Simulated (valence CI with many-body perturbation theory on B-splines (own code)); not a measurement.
# Basis-set convergence for Bi⁶⁹⁺

Computed by relativistic CI+MBPT: four valence electrons over a frozen Dirac-Fock core [Ne], radial functions for each j: 9 s, 9 p, 8 d, 6 f, 3 g, 1 h, with the one-electron correlation potential Σ1, the two-electron term Σ2, the three-electron term Σ3, Breit, model QED; selected CI, second order for the rest, scaled by the run's own slope (own B-spline code, finite nucleus).

No measured spectrum was set against this ion. As an estimate, large intervals hold to a few tenths of a per cent, small ones and those within an open d or f shell to about a per cent.

The reference run has the lowest level (3s^2 3p1/2^2) J=0 and an ionisation energy of 8784.58 eV. Its largest variational space holds 20000 state functions.

Levels are named by their leading jj configuration (3d3/2^4 stands for four electrons in 3d with j = 3/2), which in mixed levels can hold well under half, so a name can repeat and another be missing.

Changed runs:
A. basis 6 s, 6 p, 5 d, 3 f, 1 g
B. basis 5 s, 5 p, 4 d, 2 f

Excitation energies of the reference run in cm⁻¹, and shifts in cm⁻¹:

| Level | Reference | A | B |
| --- | --- | --- | --- |
| (3s^2 3p1/2 3p3/2) J=1 | 4941570 | -115 | -354 |
| (3s^2 3p1/2 3p3/2) J=2 | 5026110 | +15 | +77 |
| (3s 3p1/2^2 3p3/2) J=2 | 6591730 | -129 | -382 |
| (3s 3p1/2^2 3p3/2) J=1 | 6834410 | -29 | -45 |
| (3s^2 3p1/2 3d3/2) J=2 | 6994700 | +92 | +260 |
| (3s^2 3p1/2 3d3/2) J=1 | 7427680 | +351 | +1301 |
| (3s^2 3p1/2 3d5/2) J=2 | 8297480 | +143 | +488 |
| (3s^2 3p1/2 3d5/2) J=3 | 8313400 | +273 | +917 |
| (3s 3p1/2^2 3d3/2) J=1 | 8686380 | +21 | +62 |
| (3s 3p1/2^2 3d3/2) J=2 | 8757030 | +123 | +441 |
| (3s 3p1/2^2 3d5/2) J=3 | 9944540 | +124 | +338 |
| (3s^2 3p3/2^2) J=2 | 10035500 | -84 | -208 |
| Ionisation energy (eV) | 8784.58 | -0.033 | -0.12 |
